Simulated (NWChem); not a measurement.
System meant: C2HCl2F; SMILES FC=C(Cl)Cl

NWChem input:

```
start job
memory heap 200 mb stack 900 mb global 1100 mb
geometry units angstroms noautoz
  F      0.881831     2.125801     0.000000
  C      1.124483     0.812526     0.000000
  C      0.137774    -0.085350     0.000000
  Cl    -1.530144     0.373117     0.000000
  Cl     0.492660    -1.786456     0.000000
  H      2.176177     0.550129     0.000000
end
basis spherical
  F library def2-svp
  C library def2-svp
  Cl library def2-svp
  H library def2-svp
end
dft
  odft
  mult 2
  xc pbe0
  iterations 150
  mulliken
end
task dft energy
```

End of the output:

```
 Summary of "ao basis" -> "" (spherical)
 ------------------------------------------------------------------------------
       Tag                 Description            Shells   Functions and Types
 ---------------- ------------------------------  ------  ---------------------
 F                          def2-svp                 6       14   3s2p1d
 C                          def2-svp                 6       14   3s2p1d
 Cl                         def2-svp                 8       18   4s3p1d
 H                          def2-svp                 3        5   2s1p

                                 NWChem DFT Module
                                 -----------------

 Summary of "ao basis" -> "ao basis" (spherical)
 ------------------------------------------------------------------------------
       Tag                 Description            Shells   Functions and Types
 ---------------- ------------------------------  ------  ---------------------
 F                          def2-svp                 6       14   3s2p1d
 C                          def2-svp                 6       14   3s2p1d
 Cl                         def2-svp                 8       18   4s3p1d
 H                          def2-svp                 3        5   2s1p

      Symmetry analysis of basis
      --------------------------

        a'         60
        a"         23

  number of electrons :                   56
  multiplicity        :                    2
 ------------------------------------------------------------------------
  no. of electrons and multiplicity not compatible                  56
 ------------------------------------------------------------------------
 ------------------------------------------------------------------------
  current input line :
    24: task dft energy
 ------------------------------------------------------------------------
 ------------------------------------------------------------------------
 There is an error in the input file
 ------------------------------------------------------------------------
 For more information see the NWChem manual at https://nwchemgit.github.io

0: no. of electrons and multiplicity not compatible:Received an Error in Communication
```

Can this run be used? If not, why, and what is the fix?

The program refused the input. Cause: the multiplicity doesn't fit the number of electrons (an even count wants an odd multiplicity, and the reverse). This input runs:
```
start job
memory heap 200 mb stack 900 mb global 1100 mb
geometry units angstroms noautoz
  F      0.881831     2.125801     0.000000
  C      1.124483     0.812526     0.000000
  C      0.137774    -0.085350     0.000000
  Cl    -1.530144     0.373117     0.000000
  Cl     0.492660    -1.786456     0.000000
  H      2.176177     0.550129     0.000000
end
basis spherical
  F library def2-svp
  C library def2-svp
  Cl library def2-svp
  H library def2-svp
end
dft
  xc pbe0
  iterations 150
  mulliken
end
task dft energy
```
It converges to -1096.10039 Ha (PBE0/def2-SVP).
